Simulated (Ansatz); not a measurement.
CH5AlO2, singlet, geometry from GFN2-xTB (such geometries of metal compounds can be far from the true shape), atoms displaced at random by about 0.08 Å a coordinate; B3LYP/6-31G, gradient (Ansatz, a program for electronic structure).

Here is a job for Ansatz.
Ansatz 0.2 input:
```yaml
crystal:
  periodic: [false, false, false]
  atoms:
    - {symbol: Al, position_ang: [-0.31806753, 0.09302969, 0.76148860]}
    - {symbol: H, position_ang: [-1.44559371, -0.78488718, 1.21415446]}
    - {symbol: O, position_ang: [0.34401886, 0.91139187, 1.85662793]}
    - {symbol: H, position_ang: [0.84778509, 1.60303039, 2.42830963]}
    - {symbol: O, position_ang: [-0.06251372, -0.41902451, -0.86853717]}
    - {symbol: C, position_ang: [0.22450051, -0.58577672, -2.19373079]}
    - {symbol: H, position_ang: [1.08334602, -1.42156558, -2.28221793]}
    - {symbol: H, position_ang: [-0.55521835, -1.08947880, -2.64669529]}
    - {symbol: H, position_ang: [0.62904817, 0.31804367, -2.70017917]}
basis:
  gaussian:
    orbitals: 6-31G
hamiltonian:
  xc: b3lyp
output: {forces: true}
```

### Question
Write the output that Ansatz gives for this input, abridged.

### Answer

```
Functional definition: B3LYP
578 factors; integrals over basis functions are off by at most 2.1e-4 eV
mean field evaluation 1: about -11797.5861 eV, gradient 7.6e1 eV
mean field evaluation 2: about -11770.9806 eV, gradient 1.4e2 eV
mean field evaluation 4: about -11808.0743 eV, gradient 1.0e1 eV
mean field evaluation 8: about -11808.3810 eV, gradient 6.9e-1 eV
mean field evaluation 16: about -11808.3825 eV, gradient 3.6e-5 eV
mean field -11808.38254654 eV, -433.9500545761 hartree, gradient 3.6e-5 eV, S^2 0.000000; 0 other end points of the search recorded, 0 dependent functions left out
the calculation of the forces begins
reference -11808.38279538 eV, -433.9500637207 hartree; 20, 20 occupied and 30, 30 virtual orbitals, 578 factors
Total energy: -11808.38279538 eV, -433.9500637207 hartree
Atom 0 at    -0.318068     0.093030     0.761489 Å, force    -3.097462    -4.865272    -6.276246 eV/Å
Atom 1 at    -1.445594    -0.784887     1.214154 Å, force    -1.215180    -0.650368     0.615521 eV/Å
Atom 2 at     0.344019     0.911392     1.856628 Å, force     5.543325     7.155925     7.041947 eV/Å
Atom 3 at     0.847785     1.603030     2.428310 Å, force    -1.668430    -2.445787    -1.919603 eV/Å
Atom 4 at    -0.062514    -0.419025    -0.868537 Å, force    -0.103056     1.377471     2.195430 eV/Å
Atom 5 at     0.224501    -0.585777    -2.193731 Å, force     4.437762    -1.495712    -0.048626 eV/Å
Atom 6 at     1.083346    -1.421566    -2.282218 Å, force    -1.145164     1.700023     0.023292 eV/Å
Atom 7 at    -0.555218    -1.089479    -2.646695 Å, force    -2.151792    -0.389167    -1.635674 eV/Å
Atom 8 at     0.629048     0.318044    -2.700179 Å, force    -0.600002    -0.387112     0.003959 eV/Å
Dipole moment:     0.314281     0.484452     0.004101 e Å
```
